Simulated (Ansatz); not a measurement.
System: 2-methylselanylselenophene, C5H6Se2, charge 0, multiplicity 1. SMILES: c1cc[se]c1[Se]C
Geometry from a B3LYP-D3(BJ)/def2-TZVP (Ansatz, a first-principles code) optimisation:
```xyz
13

C      2.5835    -0.7436     0.4633
Se     1.6075     0.2730    -0.9143
C     -0.1574    -0.2136    -0.4040
C     -0.9560    -1.1415    -1.0040
C     -2.2544    -1.2933    -0.4343
C     -2.5153    -0.4893     0.6306
Se    -1.0633     0.6154     1.0275
H      2.2957    -0.3925     1.4503
H      3.6417    -0.5528     0.2944
H      2.3706    -1.8031     0.3530
H     -0.6141    -1.7201    -1.8513
H     -2.9774    -2.0005    -0.8184
H     -3.4226    -0.4467     1.2112
```
Charge 0, spin multiplicity 1.

Parts of the frozen-core correlation energy in cc-pVDZ (Ansatz, hartree). Frozen orbitals: 33; correlated occupied orbitals by spin: 19 and 19; virtual: 102 and 102. Spin-orbit coupling is left out. No relativistic terms. The restricted reference is unstable.

```json
[
 {"term": "reference (HF)", "value": "-4992.43236"},
 {"term": "MP2 opposite-spin", "value": "-0.67032"},
 {"term": "MP2 same-spin", "value": "-0.23746"},
 {"term": "CCSD correlation", "value": "-0.95777"},
 {"term": "(T)", "value": "-0.04097"},
 {"term": "T1 diagnostic", "value": "0.013"},
 {"term": "largest doubles amplitude", "value": "0.048"}
]
```
